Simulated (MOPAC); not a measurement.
Input file for MOPAC: PM7 on AsH5Se (a complex), monomers drawn apart or pushed together.

```
PM7 1SCF PRECISE CHARGE=0 THREADS=1
AsH5Se

As    -0.18873439 1    -0.11764323 1    -0.35513058 1
H     -0.15343769 1    -0.09021150 1    -1.88060545 1
H      1.30997495 1     0.13332965 1    -0.25091682 1
H     -0.50743476 1     1.36942323 1    -0.26976997 1
Se     0.05801677 1    -0.85848792 1     6.30977248 1
H     -1.38579234 1    -0.92705569 1     6.04755715 1
H     -0.17253577 1    -0.34964415 1     7.67160372 1
```

Output:

```
*******************************************************************************
 **                                                                           **
 **                              MOPAC v23.2.5                                **
 **                                                                           **
 *******************************************************************************
 ** MOPAC's Digital Object Identifier: https://doi.org/10.5281/zenodo.6511958 **
 **                                                                           **
 ** Please cite the open-source release paper for use of this MOPAC version:  **
 ** J. E. Moussa and J. J. P. Stewart (2026)                                  **
 ** MOPAC: An open-source semiempirical molecular orbital program             **
 ** J. Open Source Softw., 11(119), 8025, https://doi.org/10.21105/joss.08025 **
 *******************************************************************************

                              PM7 CALCULATION RESULTS

 *******************************************************************************
 *  PM7        - The PM7 Hamiltonian to be used
 *
 *
 *
 *                 CHARGE ON SYSTEM = 0
 *
 *
 *
 *  PRECISE    - TIGHTER CRITERIA TO BE USED
 *  1SCF       - DO 1 SCF AND THEN STOP
 *  THREADS=1  - MULTI-THREADING NOT USED
 *  T=         - A TIME OF 172800.0 SECONDS REQUESTED
 *  DUMP=N     - RESTART FILE WRITTEN EVERY 7200.0 SECONDS REQUESTED
 *******************************************************************************
PM7 1SCF PRECISE CHARGE=0 THREADS=1
 AsH5Se

   ATOM   CHEMICAL          X               Y               Z
  NUMBER   SYMBOL      (ANGSTROMS)     (ANGSTROMS)     (ANGSTROMS)

     1      As         -0.18873439  *  -0.11764323  *  -0.35513058  *
     2       H         -0.15343769  *  -0.09021150  *  -1.88060545  *
     3       H          1.30997495  *   0.13332965  *  -0.25091682  *
     4       H         -0.50743476  *   1.36942323  *  -0.26976997  *
     5      Se          0.05801677  *  -0.85848792  *   6.30977248  *
     6       H         -1.38579234  *  -0.92705569  *   6.04755715  *
     7       H         -0.17253577  *  -0.34964415  *   7.67160372  *



          CARTESIAN COORDINATES

    NO.       ATOM           X           Y           Z

     1        As         -0.1887     -0.1176     -0.3551
     2         H         -0.1534     -0.0902     -1.8806
     3         H          1.3100      0.1333     -0.2509
     4         H         -0.5074      1.3694     -0.2698
     5        Se          0.0580     -0.8585      6.3098
     6         H         -1.3858     -0.9271      6.0476
     7         H         -0.1725     -0.3496      7.6716

 General Reference for PM7:
 "Optimization of Parameters for Semiempirical Methods VI: More Modifications to the
 NDDO Approximations and Re-optimization of Parameters", J. J. P. Stewart, J. Mol. Mod., 1:32, 19 (2013)
 https://link.springer.com/article/10.1007/s00894-012-1667-x

           Empirical Formula: H5 As Se  =     7 atoms



      MOLECULAR POINT GROUP   :   C1


      RHF CALCULATION, NO. OF DOUBLY OCCUPIED LEVELS = 8


 -------------------------------------------------------------------------------
 PM7 1SCF PRECISE CHARGE=0 THREADS=1
 AsH5Se



     1SCF WAS SPECIFIED, SO BFGS WAS NOT USED
     SCF FIELD WAS ACHIEVED


                              PM7 CALCULATION
                                                       MOPAC v23.2.5 Linux




          FINAL HEAT OF FORMATION =        -11.61411 KCAL/MOL =     -48.59343 KJ/MOL


          COSMO AREA              =        132.95 SQUARE ANGSTROMS
          COSMO VOLUME            =         98.69 CUBIC ANGSTROMS

          IONIZATION POTENTIAL    =          8.257300 EV
          HOMO LUMO ENERGIES (EV) =         -8.257 -1.335
          NO. OF FILLED LEVELS    =          8
          MOLECULAR WEIGHT        =        158.9211         POINT GROUP:  C1

          MOLECULAR DIMENSIONS (Angstroms)

            Atom       Atom       Distance
            H     7    H     2     9.55575
            H     6    H     3     2.82656
            H     4   Se     5     2.12652


          SCF CALCULATIONS        =          1





   ATOM   CHEMICAL          X               Y               Z
  NUMBER   SYMBOL      (ANGSTROMS)     (ANGSTROMS)     (ANGSTROMS)

     1      As         -0.18873439  *  -0.11764323  *  -0.35513058  *
     2       H         -0.15343769  *  -0.09021150  *  -1.88060545  *
     3       H          1.30997495  *   0.13332965  *  -0.25091682  *
     4       H         -0.50743476  *   1.36942323  *  -0.26976997  *
     5      Se          0.05801677  *  -0.85848792  *   6.30977248  *
     6       H         -1.38579234  *  -0.92705569  *   6.04755715  *
     7       H         -0.17253577  *  -0.34964415  *   7.67160372  *

                             CARTESIAN COORDINATES

   1   As       -0.188734390    -0.117643230    -0.355130580
   2    H       -0.153437690    -0.090211500    -1.880605450
   3    H        1.309974950     0.133329650    -0.250916820
   4    H       -0.507434760     1.369423230    -0.269769970
   5   Se        0.058016770    -0.858487920     6.309772480
   6    H       -1.385792340    -0.927055690     6.047557150
   7    H       -0.172535770    -0.349644150     7.671603720


           Empirical Formula: H5 As Se  =     7 atoms



      MOLECULAR POINT GROUP   :   C1


                  EIGENVALUES
 -23.95140 -18.50261 -13.41550 -13.41236 -12.42024 -11.15161  -9.71599  -8.25730
  -1.33517  -1.33389  -1.10635  -1.10615  -1.04069   1.15824   1.53625   3.81850
   3.82349   4.21160


              NET ATOMIC CHARGES AND DIPOLE CONTRIBUTIONS

  ATOM NO.   TYPE          CHARGE      No. of ELECS.   s-Pop       p-Pop       d-Pop
    1         As          -0.217024        5.2170     1.66490     3.29735     0.25477
    2          H           0.072404        0.9276     0.92760
    3          H           0.072536        0.9275     0.92746
    4          H           0.072083        0.9279     0.92792
    5         Se          -0.060125        6.0601     1.93471     4.12542
    6          H           0.030792        0.9692     0.96921
    7          H           0.029334        0.9707     0.97067
 DIPOLE           X         Y         Z       TOTAL
 POINT-CHG.     0.178     0.673    -0.312     0.763
 HYBRID        -0.863     0.421     0.513     1.089
 SUM           -0.685     1.094     0.201     1.307


          ATOMIC ORBITAL ELECTRON POPULATIONS

     Atom    s        px        py        pz      x^2-y^2     xz        z^2       yz        xy
    1 As   1.66490   1.06016   1.15890   1.07829   0.10947   0.00126   0.12595   0.00078   0.01731
    2  H   0.92760
    3  H   0.92746
    4  H   0.92792
    5 Se   1.93471   1.07003   1.88606   1.16933
    6  H   0.96921
    7  H   0.97067

 **********************
 *                    *
 * JOB ENDED NORMALLY *
 *                    *
 **********************




 == MOPAC DONE ==
```

The run finished.

Cost: around 0.020 core-seconds (rough).
